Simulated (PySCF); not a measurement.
**Polarisability and C₆ of Os (osmium, neutral)**

[Xe] 4f14 5d6 6s2, high-spin 5D determinant. Calculation: PySCF 2.14, in aug-cc-pVTZ-PP with one added diffuse shell each of s, p, d, f, g type with ECP60MDF (7s7p6d4f3g, 113 functions); a scalar-relativistic core potential. Coupled (time-dependent) response in atomic units; α is the mean over directions.

```tsv
method	mean α (bohr³)	α xx, yy, zz	C₆ (like pair)	S(−4)
UHF	76.91	78.52, 78.52, 73.69	876.0	4022
```

S(−4) is the Cauchy moment in α(ω) = α(0) + S(−4) ω² + …

Reference α: 57 ± 3 bohr³ (recommended; Schwerdtfeger and Nagle, table of static dipole polarizabilities (2023 update)). Published C₆: 584.0 (Gould and Bucko (2016)).

Spin-orbit coupling is absent.

Hartree-Fock lies above the reference because it lacks correlation, which contracts the outer shell.

α(iu) at UHF:

| u (hartree) | α(iu) (bohr³) |
| --- | --- |
| 0 | 76.91 |
| 0.0500 | 69.01 |
| 0.100 | 56.09 |
| 0.200 | 36.38 |
| 0.300 | 25.09 |
| 0.500 | 14.52 |
| 0.750 | 9.107 |
| 1.00 | 6.441 |
| 1.50 | 3.828 |
| 2.00 | 2.564 |
| 3.00 | 1.382 |
| 5.00 | 0.5812 |

A single London oscillator, α(iu) = α/(1 + u²/ω²), gives C₆ = (3/4) ω α². Matching the computed C₆ needs ω = 4 × 876.0 / (3 × 76.91²) = 0.197 hartree.

The components differ because the open shell of this determinant is not spherical; for a pure term their mean is the scalar polarisability.

Energies and moments cover only the electrons outside the core potential. Spin-orbit coupling, absent here, splits the open shell strongly.
